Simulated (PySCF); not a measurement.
Ti(OEt)(H)3 (C₂H₈OTi), SMILES CC[O][TiH3], multiplicity 1. Heavy atoms are numbered as in [TiH3:1][O:2][CH2:3][CH3:4]. Hydrogens are named by the atom that carries them.

Geometry: PBE-D3(BJ)/def2-SVP. The multiplicity is an assumed one; no other spin state was optimised. The structure was generated by enumeration; whether it is a known compound was not checked. One conformer was computed; it need not be the lowest.

The numbers are results of KT2/pcSseg-1 in PySCF, not measurements.

GIAO shieldings, no solvent; atoms alike by connectivity are averaged. δ = σ(ref) − σ: ¹⁷O against H2O (σ = 330.4 ppm); ¹³C against TMS (σ = 185.1 ppm); ¹H against TMS (σ = 31.47 ppm), references at their B3LYP-D3(BJ)/def2-TZVP geometries, non-relativistic.

Q: Estimate the chemical shifts. (The exact figures need the calculation; the answer reports its results.)

A: 
```csv
nucleus,atoms,count,δ (ppm)
¹⁷O,O2,1,423.5
¹³C,C3 (CH2),1,91.8
¹³C,C4 (CH3),1,26.9
¹H,H on Ti1,3,7.31
¹H,H on C3,2,6.01
¹H,H on C4,3,2.45
```
